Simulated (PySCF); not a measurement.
Electric field gradients and quadrupole coupling constants

Compound: C6H11N3S.
Cartesian coordinates in Å at the GFN2-xTB level; atoms count from 1:
```xyz
21
C6H11N3S angstrom
C      4.2081    0.4030   -0.3107
S      3.2901    0.4581    1.2528
C      1.6829    0.2244    0.6221
C      0.4872    0.1675    1.3157
N     -0.4392   -0.0248    0.3519
C     -1.8721   -0.1584    0.4923
C     -2.3020   -1.5265   -0.0312
C     -2.5566    0.9727   -0.2709
N      0.1455   -0.0800   -0.8336
N      1.4106    0.0668   -0.6900
H      4.0569   -0.5656   -0.7754
H      3.8443    1.1917   -0.9608
H      5.2533    0.5554   -0.0630
H      0.2606    0.2465    2.3564
H     -2.0955   -0.0789    1.5621
H     -3.3784   -1.6400    0.0614
H     -1.8171   -2.3213    0.5313
H     -2.0214   -1.6183   -1.0772
H     -2.2490    1.9398    0.1209
H     -2.2818    0.9192   -1.3210
H     -3.6354    0.8856   -0.1790
```

Field gradients from the PBE0/pcSseg-1 density (PySCF, non-relativistic), principal values in atomic units, ordered |Vxx| ≤ |Vyy| ≤ |Vzz|:

```json
{"atom": "S2", "Vxx": "0.4129", "Vyy": "2.4826", "Vzz": "-2.8955"}
{"atom": "N5", "Vxx": "0.1495", "Vyy": "0.3946", "Vzz": "-0.5441"}
{"atom": "N9", "Vxx": "0.1438", "Vyy": "0.8503", "Vzz": "-0.9941"}
{"atom": "N10", "Vxx": "0.3941", "Vyy": "0.6376", "Vzz": "-1.0317"}
```

Question: Find the asymmetry η = (Vxx − Vyy)/Vzz and the couplings χ = eQV/h (234.96 MHz × Q in barn × V in au), with Q(33S) = −0.0678 b, Q(14N) = 0.02044 b.

Answer: 
| atom | environment | nucleus | η | χzz (MHz) | χxx (MHz) | χyy (MHz) |
| --- | --- | --- | --- | --- | --- | --- |
| S2 | sulfide sulfur | 33S | 0.71 | 46.13 | -6.58 | -39.55 |
| N5 | pyrrole-type nitrogen | 14N | 0.45 | -2.613 | 0.718 | 1.895 |
| N9 | pyridine-type nitrogen | 14N | 0.71 | -4.774 | 0.691 | 4.084 |
| N10 | pyridine-type nitrogen | 14N | 0.24 | -4.955 | 1.893 | 3.062 |

Question: What is Vzz at N5 in SI units (1 au = 9.71736 × 10²¹ V/m²)?

Answer: -0.5441 au = -5.287 × 10²¹ V/m².

Question: And the gradient at the other heavy atoms, for which no coupling is worked out here?

Answer: 
```json
{"atom": "C1", "environment": "S-methyl carbon", "Vzz (au)": "0.322", "η": "0.12"}
{"atom": "C3", "environment": "substituted aromatic carbon", "Vzz (au)": "-0.107", "η": "0.32"}
{"atom": "C4", "environment": "aromatic CH next to a ring nitrogen", "Vzz (au)": "-0.189", "η": "0.64"}
{"atom": "C6", "environment": "sp3 carbon bound to nitrogen", "Vzz (au)": "0.339", "η": "0.09"}
{"atom": "C7", "environment": "methyl carbon", "Vzz (au)": "0.102", "η": "0.33"}
{"atom": "C8", "environment": "methyl carbon", "Vzz (au)": "0.102", "η": "0.33"}
```

Were the hydrogens deuterons (Q(2H) = 0.00286 b), χzz would run from 193 kHz (H15) to 236 kHz (H14).

Isolated species at its GFN2-xTB geometry (one conformer only). GFN2-xTB bond lengths can be off by several hundredths of an ångström, more for odd bonds, and the gradients follow them. These gradients aren't converged with respect to the basis.
